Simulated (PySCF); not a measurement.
MoF6, optimised at GFN2-xTB:

```xyz
7

Mo    -0.0172     0.0162     0.0077
F     -0.0223     1.1624    -1.2969
F     -1.0911    -1.0111    -0.8907
F      1.0568     1.0435     0.9060
F     -1.3818     0.8203     0.7195
F     -0.0120    -1.1300     1.3122
F      1.3475    -0.7879    -0.7042
```

Method: PySCF energies (xtb for GFN2) plus ideal-gas RRHO corrections (1 bar). All species are closed-shell singlets. Mo: scalar-relativistic def2 core potential, no spin-orbit coupling.

Problem. List the harmonic frequencies (cm⁻¹, unscaled) at this level and at the other levels, each on its own geometry.

Solution. 
- GFN2-xTB: 184, 184, 184, 318, 318, 318, 324, 324, 324, 511, 511, 568, 641, 641, 641
- PBE/def2-SVP: 127, 128, 128, 250, 250, 251, 297, 297, 297, 641, 641, 706, 731, 731, 731
- PBE0/def2-TZVP: 119, 120, 120, 260, 260, 260, 314, 314, 314, 662, 662, 753, 753, 754, 762
